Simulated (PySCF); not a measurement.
Species: 4'-hydroxyacetophenone, C8H8O2.
Structure used (PBE0-D3(BJ)/def2-SVP), in Å, numbered top down from 1:
```
atom  x, y, z in Å
C1    -3.1836    0.2840   -0.5652
C2    -2.1974    0.2063    0.5752
O3    -2.5727    0.2722    1.7273
C4    -0.7509    0.0463    0.2528
C5     0.1558   -0.0221    1.3186
C6     1.5153   -0.1707    1.0925
C7     2.0007   -0.2552   -0.2202
O8     3.3077   -0.3996   -0.4981
C9     1.1060   -0.1886   -1.2953
C10   -0.2525   -0.0394   -1.0556
H11   -2.9560    1.1346   -1.2262
H12   -4.1919    0.4028   -0.1516
H13   -3.1456   -0.6278   -1.1813
H14   -0.2445    0.0457    2.3324
H15    2.2136   -0.2227    1.9339
H16    3.8105   -0.4315    0.3233
H17    1.5019   -0.2562   -2.3099
H18   -0.9323    0.0103   -1.9086
```

Method used: PBE0-D3(BJ)/def2-SVP geometry optimisation, gas phase in PySCF.

Masses are those of the commonest isotopes; rigid-rotor values at the optimised geometry. The values belong to one conformer with, in the numbering `[CH3:1][C:2](=[O:3])[c:4]1[cH:5][cH:6][c:7]([OH:8])[cH:9][cH:10]1`, C1–C2–C4–C5 180°, C6–C7–O8–H 0°.

Task: What are A, B and C (MHz)?

Result: Ia = 137.48, Ib = 638.14, Ic = 772.45 u·Å²; 505379 MHz·u·Å²/I gives A = 3676, B = 792.0, C = 654.3 MHz.

Task: Classify the top.

Result: A near-prolate asymmetric top; Ray's κ = -0.909.

Task: What does the inertial defect say?

Result: Not planar: Δ = Ic − Ia − Ib = -3.17 u·Å². For a rigid frame Δ = −2 Σ m c², so Σ m c² = 1.58 u·Å² lies off the ab plane, practically all of it from hydrogen. The atom farthest from that plane is 0.89 Å away.

Task: Give the other two planar moments, Paa and Pbb, and the rms extents of the mass along the axes.

Result: Paa = Σ m a² = (Ib + Ic − Ia)/2 = 636.56 and Pbb = Σ m b² = (Ia + Ic − Ib)/2 = 135.89 u·Å². With the mass M = 136.05 u, the rms extents √(P/M) along a, b and c are 2.16, 1.00, 0.11 Å.

Task: List the rotational levels J(Ka,Kc) to J = 2 (cm⁻¹).

Result: Above 0(0,0):
J = 1: 1(0,1) 0.0482, 1(1,1) 0.1444, 1(1,0) 0.1490
J = 2: 2(0,2) 0.1446, 2(1,2) 0.2363, 2(1,1) 0.2501, 2(2,1) 0.5387, 2(2,0) 0.5389
The levels of one J sum to (2J + 1)J(J + 1)(A + B + C)/3.

Task: Predict some low-J microwave lines.

Result: The dipole components are |μa| = 2.49 D, |μb| = 0.95 D, |μc| = 0.00 D; the mirror of this Cs structure is the ab plane, so μc vanishes by symmetry and there are no c-type lines. Intensities carry the squares of the components, which stand as 1.00 : 0.15 (a : b). Some lines, for components of 0.1 D or more:

```
type  branch         J(Ka,Kc)    MHz  lower level (cm⁻¹)
   a       Q  4(1,3) ← 4(1,4)   1376               0.558
   a       R  2(0,2) ← 1(0,1)   2888               0.048
   b       Q  1(1,0) ← 1(0,1)   3022               0.048
   b       R  4(0,4) ← 3(1,3)   3176               0.374
   b       Q  4(1,3) ← 4(0,4)   3700               0.480
   b       R  2(1,2) ← 1(0,1)   5639               0.048
   a       R  4(3,2) ← 3(3,1)   5794               1.176
   a       R  4(1,3) ← 3(1,2)   6050               0.402
   b       Q  3(2,2) ← 3(1,3)   9275               0.374
   b       R  2(2,0) ← 1(1,1)  11825               0.144
   b       R  4(2,3) ← 3(1,2)  14230               0.402
   b       Q  4(3,1) ← 4(2,2)  14710               0.879
   b       Q  3(3,1) ← 3(2,2)  14768               0.683
   b       R  3(3,1) ← 2(2,0)  19102               0.539
   b       R  3(3,0) ← 2(2,1)  19107               0.539
   b       R  4(3,2) ← 3(2,1)  20538               0.684
   b       R  4(4,0) ← 3(3,1)  26457               1.176
```

Task: Estimate the classical rotational partition function at 10 K, 50 K and 500 K.

Result: Point group Cs, symmetry number σ = 1; q = (√π/σ)·√((kT/h)³/(ABC)), k/h = 20836.6 MHz/K: 3860 at 10 K, 43200 at 50 K, 1370000 at 500 K.

Stationary, but not proved a minimum. No vibrational averaging or centrifugal distortion is included, and the geometry carries the error of its method. A rigid rotor knows nothing of internal rotation, which can split or shift real lines.
